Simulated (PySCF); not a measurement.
Geometry:
```
atom   x (Å)   y (Å)   z (Å)
  F1   3.643  -0.150   0.626
  C2   2.349  -0.375   0.348
  F3   2.288  -0.699  -0.950
  F4   1.995  -1.475   1.033
  C5   1.469   0.822   0.704
  N6   0.075   0.535   0.590
 Si7  -0.777   0.613  -0.920
 Si8  -2.995   0.354  -0.363
  H9   1.735   1.114   1.727
 H10   1.728   1.633   0.021
 H11  -0.221  -0.150   1.269
 H12  -0.287  -0.348  -1.922
 H13  -0.384   1.938  -1.419
 H14  -3.794   0.229  -1.585
 H15  -3.560   1.478   0.388
 H16  -3.271  -0.843   0.441
```

Geometry: GFN2-xTB; GIAO absolute shieldings from PySCF 2.14.0 with density-fitted response routines, gas phase, non-relativistic, averaged over equivalent atoms.

At PBE0/pcSseg-1 (190 basis functions, 26 s wall time on 1 thread of an Arm Neoverse V1, shared host):
| atoms | σ (ppm) |
| --- | --- |
| F1/F3/F4 | 261.2 |
| C2 | 51.3 |
| C5 | 132.8 |
| N6 | 255.2 |
| Si7 | 393.0 |
| Si8 | 470.5 |
| H12/H13 | 26.70 |
| H9/H10 | 28.31 |
| H14/H15/H16 | 28.32 |
| H11 | 31.60 |

**Question.** Predict the values at PBE0/def2-SVPD on the same geometry.

**Answer.** 
| atoms | σ at PBE0/def2-SVPD | change |
| --- | --- | --- |
| F1/F3/F4 | 278.5 | +17.3 |
| C2 | 65.0 | +13.7 |
| C5 | 144.5 | +11.7 |
| N6 | 260.4 | +5.2 |
| Si7 | 449.6 | +56.6 |
| Si8 | 503.5 | +33.0 |
| H12/H13 | 26.63 | -0.07 |
| H9/H10 | 28.49 | +0.18 |
| H14/H15/H16 | 28.33 | +0.01 |
| H11 | 31.54 | -0.06 |

The largest change is at Si7 (silicon bonded to N, Si, 2 H). Cost: 241 basis functions, 36 s wall time on 1 thread of an Arm Neoverse V1, shared host.
